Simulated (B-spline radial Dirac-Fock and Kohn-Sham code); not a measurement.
## f′ and f″ of Zn, 696.3 eV to 5.96 keV

Method: the dispersion relation over Dirac-Hartree-Slater subshell photoionisation cross sections, with the Kissel-Pratt high-energy constant (isolated atom, no bound-bound lines or fine structure). Computed with an atomic code on a B-spline grid. The forward scattering factor is f₀ + f′ + i f″.

Input of the calculation (task.json; shells as n, l, electrons):

```json
{"items": [{
  "Z": 30,
  "q": 0,
  "cfg": [[1, 0, 2], [2, 0, 2], [2, 1, 6], [3, 0, 2], [3, 1, 6], [3, 2, 10], [4, 0, 2]],
  "A": 64,
  "rrms": 3.9283,
  "do": "dispersion",
  "hv": [696.3, 718.9, 895.3, 1000.0, 1253.6, 1306.0, 1486.9, 1562.0, 1825.0, 2000.0, 2570.0, 2859.0, 2984.4, 3054.0, 3685.0, 4000.0, 4510.9, 5414.7, 5960.0, 6000.0, 6403.9, 6930.3, 8047.8, 8843.0, 8882.0, 9251.7, 12000.0, 14280.0, 15000.0, 17479.3, 17770.0, 22162.9, 24209.8, 27810.0, 30000.0, 35840.0, 38540.0, 40000.0, 44780.0, 47270.0, 47830.0, 52660.0, 59570.0],
  "edges": {"K": 9659.0, "L1": 1196.2, "L2": 1044.9, "L3": 1021.8, "M1": 139.8, "M2": 91.4, "M3": 88.6}
}]}
```

Run with: `python xray2_run.py task.json out`

Edges near this range: L1 1196.2 eV, L2 1044.9 eV, L3 1021.8 eV.

```csv
hν (eV),λ (Å),f′ (e),f″ (e),tabulated f′,tabulated f″
696.3,17.81,-9.428,3.841,–,3.45
718.9,17.25,-9.591,3.692,–,3.33
895.3,13.85,-12.054,2.785,–,2.59
1000,12.40,-17.513,2.402,-17.37,2.35
1253.6,9.890,-7.158,14.383,-6.99,14.26
1306,9.493,-5.740,13.631,-5.61,13.40
1486.9,8.338,-3.017,11.388,-2.90,11.07
1562,7.938,-2.354,10.617,-2.24,10.32
1825,6.794,-0.981,8.453,-0.88,8.20
2000,6.199,-0.516,7.357,-0.45,7.16
2570,4.824,0.017,4.957,0.03,4.82
2859,4.337,0.050,4.172,0.06,4.06
2984.4,4.154,?,?,?,?
3054,4.060,0.036,3.745,0.05,3.65
3685,3.365,-0.098,2.738,-0.09,2.63
4000,3.100,-0.186,2.382,-0.18,2.29
4510.9,2.749,-0.337,1.939,-0.34,1.87
5414.7,2.290,-0.605,1.412,-0.60,1.35
5960,2.080,-0.767,1.193,-0.77,1.14
```

**Question.** What are f′ and f″ at Ag Lα (2984.4 eV)?

**Answer.** f′ = 0.043 and f″ = 3.889 electrons (tables: 0.05 and 3.79). By the optical theorem f″ corresponds to a photoabsorption cross section 2 rₑ λ f″ = 91100 b.

Tabulated f′: xraylib 4.2 anomalous scattering factors (Cullen et al., EPDL97); f″: Chantler's tables (J. Phys. Chem. Ref. Data 1995 and 2000). Both are theoretical tables.
